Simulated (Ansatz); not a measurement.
Si₃Se₃F₆⁺, that is cyclo-(F2SiSe)3 with one electron fewer. Total charge 1; doublet. Geometry PBE-D4/def2-SVP, that of the neutral singlet; atoms count from 1.

Cartesian coordinates in Å:
```
Si -0.5698 -1.8604 -0.1823
F -1.0094 -3.4124 -0.0136
F -0.6289 -1.4686 -1.7550
Se 1.5776 -1.7610 0.5764
Si 1.9062 0.4313 0.0452
F 3.4609 0.7267 0.4005
F 1.6805 0.6644 -1.5439
Se 0.7181 1.9631 1.2447
Si -1.3201 1.3844 0.4034
F -2.3628 2.4469 1.0470
F -1.3307 1.5539 -1.2095
Se -2.1216 -0.6683 0.9871
```

Single mean-field runs in def2-TZVP are fitted with def2-universal-jkfit.

(1) Estimate the Mulliken populations from the PBE0/def2-TZVP orbitals of Ansatz.

(2) Where does the spin sit?

(3) And the Mayer bond orders between bonded heavy atoms (over 0.3)?

Answers

(1) 
```tsv
atom	charge (e)	spin (α − β)
Si1	0.66	-0.05
F2	-0.23	0.00
F3	-0.22	0.00
Se4	0.21	0.60
Si5	0.66	-0.05
F6	-0.23	0.00
F7	-0.22	0.00
Se8	0.07	0.24
Si9	0.68	0.02
F10	-0.24	0.00
F11	-0.22	0.00
Se12	0.07	0.24
```
Mulliken values and Mayer orders depend strongly on the basis.

(2) Summed by element: Si -0.08, F 0.01, Se 1.07, of 1 unpaired in all. Largest on single atoms: Se4 0.60, Se12 0.24, Se8 0.24.

(3) Si1–F2 1.20 (1.62 Å); Si1–F3 1.22 (1.62 Å); Si1–Se4 1.00 (2.28 Å); Si1–Se12 1.13 (2.28 Å); Se4–Si5 1.00 (2.28 Å); Si5–F6 1.20 (1.62 Å); Si5–F7 1.22 (1.62 Å); Si5–Se8 1.13 (2.28 Å); Se8–Si9 1.04 (2.28 Å); Si9–F10 1.20 (1.62 Å); Si9–F11 1.21 (1.62 Å); Si9–Se12 1.04 (2.28 Å).
